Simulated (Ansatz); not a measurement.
Relaxation of Cl3FH4SiZr (10 atoms, charge 0, multiplicity 1), to a largest force component of 0.03 eV/Å in at most 50 steps.

These are results of RKS LDA/def2-SVP in Ansatz 0.2.0, not measurements.

```xyz
10
Properties=species:S:1:pos:R:3
Zr 0.302 -0.364 -0.585
Cl -0.345 -0.385 3.076
Cl 2.181 0.459 -1.638
F -0.687 0.983 0.271
Cl -0.947 -1.755 -1.936
Si 1.455 -2.211 0.895
H 0.471 -3.150 1.561
H 2.407 -3.080 0.099
H 2.297 -1.646 2.032
H 0.838 -1.005 3.183
```

Problem. Where does it end, and by what steps?

Solution. The run converged. After 24 steps the energy has fallen by 0.986 eV; Cl2 moved furthest, 2.18 Å. Parted: Cl2–H10, Si6–H9. Joined: Zr1–Cl2, Cl5–Si6, H9–H10.

```
step  energy less start (eV)  largest force component (eV/Å)  accepted
   0                  0.0000                           0.722       yes
   1                 -0.0041                           0.649       yes
   2                 -0.0542                           0.301       yes
   3                 -0.0995                           0.139       yes
   4                 -0.1798                           0.253       yes
   5                 -0.2561                           0.282       yes
   6                 -0.3292                           0.452       yes
   7                 -0.3958                           0.526       yes
   8                 -0.4526                           0.314       yes
   9                 -0.4990                           0.346       yes
  10                 -0.5333                           0.245       yes
  11                 -0.5577                           0.517       yes
  12                 -0.5850                           0.786       yes
  13                 -0.6054                           1.379       yes
  14                 -0.6452                           1.290       yes
  15                 -0.7388                           1.024       yes
  16                 -0.8693                           0.921       yes
  17                 -0.9235                           0.609       yes
  18                 -0.9569                           0.510       yes
  19                 -0.9116                           0.592        no
  20                 -0.9815                           0.102       yes
  21                 -0.9828                           0.194       yes
  22                 -0.9857                           0.036       yes
  23                 -0.9859                           0.040       yes
  24                 -0.9860                           0.007       yes
```

```xyz
10
Properties=species:S:1:pos:R:3
Zr 0.244 0.170 0.018
Cl 0.924 1.073 2.062
Cl 1.596 1.211 -1.566
F -1.613 0.466 -0.004
Cl 0.019 -2.002 -1.373
Si 0.940 -2.312 0.689
H 0.025 -3.352 1.284
H 2.240 -2.994 0.347
H 1.896 -2.584 2.835
H 1.699 -1.831 2.665
```

Run time: 43 s on 4 threads of Arm Neoverse V1 (shared host), peak memory 0.22 GiB.
